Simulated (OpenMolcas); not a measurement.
Computed transition rates of Te+

* Program: OpenMolcas 26.06
* Method: SS-CASPT2, IPEA 0.25 Eh, imaginary shift 0.1 Eh (closed shells correlated: 4d 5s)
* Basis: ANO-RCC-VTZP [7s6p4d2f1g]
* Scalar Hamiltonian: DKH2, point nucleus
* Active space: 3 electrons in 3 orbitals (5p)
* State averaging: 2S+1 = 4 odd, 1 root; 2S+1 = 2 odd, 8 roots
* Spin-orbit coupling: RASSI with atomic mean-field integrals over the reference wave functions, term energies averaged over their components

Rates come from the transition moments of the reference wave functions (E1 and E2 in the length form). At fixed line strength A goes as λ^-3 for E1 and M1 and as λ^-5 for E2, so a rate at the computed wavelength can be rescaled to the measured one. Measured vacuum wavelengths follow from level energies in NIST Handbook of Basic Atomic Spectroscopic Data. Branching counts decays inside the model space alone, at computed energies, and the table is only a selection of the E2 and M1 lines, drawn from those between levels with measured partners whose computed energy lies within a factor of 1.5 of the measured one.

```json
{"Upper": "5s2 5p3 2D* 5/2", "Lower": "5s2 5p3 2D* 3/2", "Type": "M1", "λ computed (nm)": "5580", "λ measured (nm)": "4547", "A computed (s-1)": "5.34e-02", "A rescaled (s-1)": "9.87e-02", "Branching %": "22.7"}
{"Upper": "5s2 5p3 2P* 3/2", "Lower": "5s2 5p3 2P* 1/2", "Type": "M1", "λ computed (nm)": "3746", "λ measured (nm)": "2869", "A computed (s-1)": "1.43e-01", "A rescaled (s-1)": "3.18e-01", "Branching %": "0.5"}
{"Upper": "5s2 5p3 2P* 1/2", "Lower": "5s2 5p3 2D* 5/2", "Type": "E2", "λ computed (nm)": "1128", "λ measured (nm)": "1231", "A computed (s-1)": "1.51e-01", "A rescaled (s-1)": "9.76e-02", "Branching %": "1.3"}
{"Upper": "5s2 5p3 2P* 1/2", "Lower": "5s2 5p3 2D* 3/2", "Type": "M1", "λ computed (nm)": "938.5", "λ measured (nm)": "968.6", "A computed (s-1)": "2.71e+00", "A rescaled (s-1)": "", "Branching %": "23.8"}
{"Upper": "5s2 5p3 2P* 1/2", "Lower": "5s2 5p3 2D* 3/2", "Type": "E2", "λ computed (nm)": "938.5", "λ measured (nm)": "968.6", "A computed (s-1)": "4.88e-01", "A rescaled (s-1)": "4.17e-01", "Branching %": "4.3"}
{"Upper": "5s2 5p3 2D* 3/2", "Lower": "5s2 5p3 4S* 3/2", "Type": "M1", "λ computed (nm)": "882.4", "λ measured (nm)": "978.2", "A computed (s-1)": "2.44e+00", "A rescaled (s-1)": "", "Branching %": "99.3"}
{"Upper": "5s2 5p3 2D* 3/2", "Lower": "5s2 5p3 4S* 3/2", "Type": "E2", "λ computed (nm)": "882.4", "λ measured (nm)": "978.2", "A computed (s-1)": "1.77e-02", "A rescaled (s-1)": "", "Branching %": "0.7"}
{"Upper": "5s2 5p3 2P* 3/2", "Lower": "5s2 5p3 2D* 5/2", "Type": "M1", "λ computed (nm)": "867.2", "λ measured (nm)": "861.3", "A computed (s-1)": "3.47e+00", "A rescaled (s-1)": "", "Branching %": "12.8"}
{"Upper": "5s2 5p3 2P* 3/2", "Lower": "5s2 5p3 2D* 5/2", "Type": "E2", "λ computed (nm)": "867.2", "λ measured (nm)": "861.3", "A computed (s-1)": "8.24e-01", "A rescaled (s-1)": "8.53e-01", "Branching %": "3.0"}
{"Upper": "5s2 5p3 2D* 5/2", "Lower": "5s2 5p3 4S* 3/2", "Type": "M1", "λ computed (nm)": "761.9", "λ measured (nm)": "805", "A computed (s-1)": "1.30e-01", "A rescaled (s-1)": "", "Branching %": "55.2"}
{"Upper": "5s2 5p3 2D* 5/2", "Lower": "5s2 5p3 4S* 3/2", "Type": "E2", "λ computed (nm)": "761.9", "λ measured (nm)": "805", "A computed (s-1)": "5.18e-02", "A rescaled (s-1)": "", "Branching %": "22.0"}
{"Upper": "5s2 5p3 2P* 3/2", "Lower": "5s2 5p3 2D* 3/2", "Type": "M1", "λ computed (nm)": "750.5", "λ measured (nm)": "724.1", "A computed (s-1)": "9.55e+00", "A rescaled (s-1)": "", "Branching %": "35.3"}
{"Upper": "5s2 5p3 2P* 3/2", "Lower": "5s2 5p3 2D* 3/2", "Type": "E2", "λ computed (nm)": "750.5", "λ measured (nm)": "724.1", "A computed (s-1)": "4.44e-01", "A rescaled (s-1)": "5.31e-01", "Branching %": "1.6"}
{"Upper": "5s2 5p3 2P* 1/2", "Lower": "5s2 5p3 4S* 3/2", "Type": "M1", "λ computed (nm)": "454.8", "λ measured (nm)": "486.7", "A computed (s-1)": "7.91e+00", "A rescaled (s-1)": "", "Branching %": "69.5"}
{"Upper": "5s2 5p3 2P* 1/2", "Lower": "5s2 5p3 4S* 3/2", "Type": "E2", "λ computed (nm)": "454.8", "λ measured (nm)": "486.7", "A computed (s-1)": "1.13e-01", "A rescaled (s-1)": "", "Branching %": "1.0"}
{"Upper": "5s2 5p3 2P* 3/2", "Lower": "5s2 5p3 4S* 3/2", "Type": "M1", "λ computed (nm)": "405.6", "λ measured (nm)": "416.1", "A computed (s-1)": "1.26e+01", "A rescaled (s-1)": "", "Branching %": "46.7"}
```

Spin-changing lines and M1 lines between different terms are not rescaled, since their strength hangs on the term gaps too.

The largest correction is for 5s2 5p3 2P* 3/2 → 5s2 5p3 2P* 1/2 (M1): 1.43e-01 × (3746 / 2869)^3 = 3.18e-01 s-1, a factor of 2.23.

No measured rate stands beside these. Rescaling mends the energy factor alone: line strengths can still be far off where a level mixes with configurations outside the active space, and weak or spin-changing lines hang on small mixing coefficients that depend on the term gaps too, so rescaling need not improve them.

CASPT2 breaks the degeneracy within a term, and the mean is taken; among the terms shown or strongly mixed into the levels shown the widest spread is 110 cm-1 (5s2 5p3 2D*). With the s shell closed, the reference lacks s² → p² mixing. Measured partners are found by configuration, term and J. A level has none where our copy of the source lacks it or the pairing is in doubt (some pairs that miss far off the trend of their configuration count as doubtful). Only configurations of the active space appear.

* marks odd parity.
